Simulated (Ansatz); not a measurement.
Reaction (cleavage of the Ge–Ge bond): `[GeH3][GeH2][GeH2][GeH2][GeH3]` + `NCS` → `SC[NH][GeH3]` + `[GeH3][GeH2][GeH2][GeH3]`

Program: Ansatz. Geometries: PBE0-D4/def2-TZVP. ΔE: electronic, gas phase. CBS: MP2 limit from def2 TZ/QZ plus the TZ coupled-cluster correction, frozen cores. Functionals use def2-TZVPP. B3LYP here is the variant with VWN-RPA as its local correlation; programs differ in this. For Ge outer-core shells are correlated without core-valence functions, which leaves a few kJ/mol of doubt a bond. Scalar relativity is left out up to krypton. Each species was taken in one conformer, which may not be the lowest.

```
        level  ΔE (eV)
        B3LYP     0.27
HF/def2-TZVPP     0.18
```

Task: What does CCSD(T)/CBS give? (Estimate.)

Result: The calculation gave: +0.31 eV. The listed levels differ from it by -0.04, -0.13 eV.

Largest T1 diagnostic among the species: 0.012.

The D4 term adds +0.04 eV with B3LYP and +0.03 eV with PBE0; it sums over pairs of atoms, weighted by their polarisabilities, and B3LYP, whose exchange is more repulsive, gets the larger term. In def2-TZVPP, CCSD(T) changes the Hartree–Fock value by +0.11 eV (the triples alone add −0.00 eV) and MP2 by +0.10 eV.
